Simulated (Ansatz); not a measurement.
Frontier orbitals of `[ZnH][Br]`.

```xyz
3

Zn   -0.1192    0.2062   -0.0210
Br    0.9985   -1.7270    0.1758
H    -0.8793    1.5208   -0.1548
```

The species carries charge 0 and has multiplicity 1. Correlated methods include outer-core shells of Br, Zn, which these sets cover unevenly. Scalar relativity is left out up to krypton. Geometry: relaxed with PBE0-D4/def2-TZVP. Basis def2-TZVPP, the Gaussian-basis code of Ansatz.

```csv
functional,HOMO (eV),LUMO (eV),gap (eV)
PBE,-7.12,-1.43,5.69
revPBE,-7.07,-1.34,5.73
BLYP,-6.95,-1.43,5.52
PBE0,-8.36,-0.68,7.68
r2SCAN0,-8.57,-0.44,8.13
ωB97M-V,-10.58,0.71,11.29
```

A quarter of exact exchange (PBE0) shifts PBE's HOMO by −1.24 eV and its LUMO by +0.75 eV; full exchange at long range (ωB97M-V) shifts them by −3.45 and +2.14 eV. The gap opens from 5.69 to 11.29 eV, since occupied levels lose self-interaction and empty ones feel all the electrons. A positive LUMO is unbound and depends on the basis.
